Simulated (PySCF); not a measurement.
**C4H11BO2: core ionisation energies**

Compound: C4H11BO2.
Bonds: C1–B2, B2–O3, B2–O4, O4–C5, C5–C6, C5–C7. Hydrogens: H8, H9, H10 on C1; H11 on O3; H12 on C5; H13, H14, H15 on C6; H16, H17, H18 on C7.

Computed with delta-SCF UKS SCAN, pcX-2 on the ionised atom, pcseg-1 elsewhere, spin-free X2C in PySCF 2.14.0. Vertical ΔSCF values, vacuum level as zero.

Task: Give the core binding energies atom by atom.

Result: 
```
atom(s)     bonded to  level  binding energy (eV)  above the level's lowest (eV)  count
     C1     3 H and B   C 1s               290.08                           0.00      1
     B2     2 O and C   B 1s               196.78                           0.00      1
     O3       H and B   O 1s               538.86                          +0.95      1
     O4       C and B   O 1s               537.91                           0.00      1
     C5  O, 2 C and H   C 1s               291.88                          +1.80      1
  C6/C7     C and 3 H   C 1s               290.44                          +0.36      2
```

Lowest listed C 1s: C1, bonded to 3 H and B. Highest, 1.80 eV above it: C5, bonded to O, 2 C and H. The widest gap between neighbouring values is 1.44 eV, between 290.44 and 291.88 eV. Summing the Pauling electronegativity differences to the bonded atoms, each weighted by its formal bond order, gives -1.56 for the lowest site and +0.54 for the highest; no listed site has a larger sum than the highest.

Lowest listed O 1s: O4, bonded to C and B. Highest, 0.95 eV above it: O3, bonded to H and B. Summing the Pauling electronegativity differences to the bonded atoms, each weighted by its formal bond order, gives -2.29 for the lowest site and -2.64 for the highest; the largest sum, -2.29, belongs to O4, 0.95 eV below the top. The smallest sum, -2.64, belongs to O3, 0.95 eV above the lowest.

Task: Which photon energy gives electrons from O 1s of O4 a kinetic energy of 200 eV, and what is their de Broglie wavelength?

Result: hν = 537.91 + 200 = 737.91 eV, recoil neglected; λ = 12.264 Å/√(E/eV) = 0.87 Å.

Task: Give the binding energy of O 1s of O4 in hartree and in kJ/mol.

Result: 537.91 eV = 19.7678 Eh = 51900 kJ/mol.

Topologically equivalent atoms share the value of their first member; where this conformer doesn't relate them by symmetry, their own values could differ. Geometry: PBE0-D3(BJ)/def2-SVP, one conformer, isolated molecule.

On one thread of an Arm Neoverse V1, no GPU, shared host with 32 logical CPUs at a one-minute load of 19, this took 75 s wall and 0.74 GiB of memory at its peak.

The values belong to the conformer `[CH3:1][B:2]([OH:3])[O:4][CH:5]([CH3:6])[CH3:7]`: C1–B2–O4–C5 -179°, B2–O4–C5–C6 152°, H–O3–B2–C1 1°.
